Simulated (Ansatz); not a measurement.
Cost and result for the atomization energy of C3H9ClInN, SMILES `CC[N](C)[InH][Cl]` (15 atoms, 14 bonds).

```
atom   x (Å)   y (Å)   z (Å)
  C1  -1.577   1.011  -0.003
  C2  -0.952  -0.375   0.065
  N3   0.489  -0.388  -0.069
  C4   0.973  -0.103  -1.397
 In5   1.712  -0.639   1.489
 Cl6   0.450  -0.999   3.427
  H7  -1.359   1.511  -0.950
  H8  -1.201   1.640   0.808
  H9  -2.663   0.945   0.094
 H10  -1.387  -1.009  -0.723
 H11  -1.221  -0.837   1.019
 H12   2.061  -0.196  -1.446
 H13   0.721   0.910  -1.738
 H14   0.552  -0.807  -2.130
 H15   3.404  -0.664   1.554
```

Charge 0, multiplicity 1. Correlated methods include outer-core shells of In, which these sets cover unevenly. In takes the def2 core potential. The structure was optimised at the PBE0-D4/def2-TZVP level. It is one conformer, not always the lowest. Program: Ansatz. All runs use 2 threads of an AMD EPYC 7R13 on a shared host and a share of an NVIDIA H100 80 GB. Times are those of one run each, without the atoms' runs, and a repeat can differ threefold. Electronic energies, without spin–orbit coupling; frozen cores. CCSD(T)/CBS adds CCSD(T) − MP2 in def2-TZVPP to the MP2 limit, and its time is that of the two runs behind it. T1 = 0.015. With those shells the extrapolation isn't a true limit. B3LYP takes the VWN-RPA correlation (the form of Gaussian; ORCA's B3LYP/G).

CCSD(T)/CBS is a level of theory with its own doubt, some kJ/mol a heavy atom from the limit and from the frozen cores, so smaller differences don't rank the functionals.

```csv
level,functions,wall time,atomization (kcal/mol),difference from CCSD(T)/CBS,per bond
r2SCAN-D4/def2-TZVPP (with forces),342,9.5 s,1257.0,-2.4,-0.2
PBE-D4/def2-TZVPP (with forces),342,10 s,1278.0,18.6,1.3
PBE0-D4/def2-TZVPP,342,10 s,1260.6,1.2,0.1
B2PLYP/def2-TZVPP,342,12 s,1239.8,-19.6,-1.4
B3LYP-D4/def2-TZVPP (with forces),342,13 s,1253.8,-5.6,-0.4
MP2/def2-QZVPP,650,17 s,1257.9,-1.5,-0.1
ωB97M-V/def2-TZVPP (with forces),342,19 s,1260.6,1.2,0.1
ωB97X-V/def2-TZVPP,342,30 s,1262.1,2.7,0.2
CCSD(T)/def2-TZVPP,342,32 s,1226.9,-32.5,-2.3
CCSD(T)/CBS(def2),–,49 s,1259.4,0.0,0.0
```

The D4 term adds +13.7 kcal/mol with B3LYP and +7.3 kcal/mol with PBE0; it sums over pairs of atoms, weighted by their polarisabilities, and B3LYP, whose exchange is more repulsive, gets the larger term. From PBE to PBE0 (25 % exact exchange), in def2-TZVPP and without D4, the atomization energy moves by −16.2 kcal/mol: exact exchange takes away binding that semilocal exchange gives to molecules. In def2-TZVPP, CCSD(T) changes the Hartree–Fock value by +314.8 kcal/mol (the triples alone add +18.5 kcal/mol) and MP2 by +326.5 kcal/mol; breaking electron pairs costs correlation energy, which Hartree–Fock lacks.

Spin–orbit coupling would lower the free In atoms strongly, and the atomization energy with them, by more than many differences here.
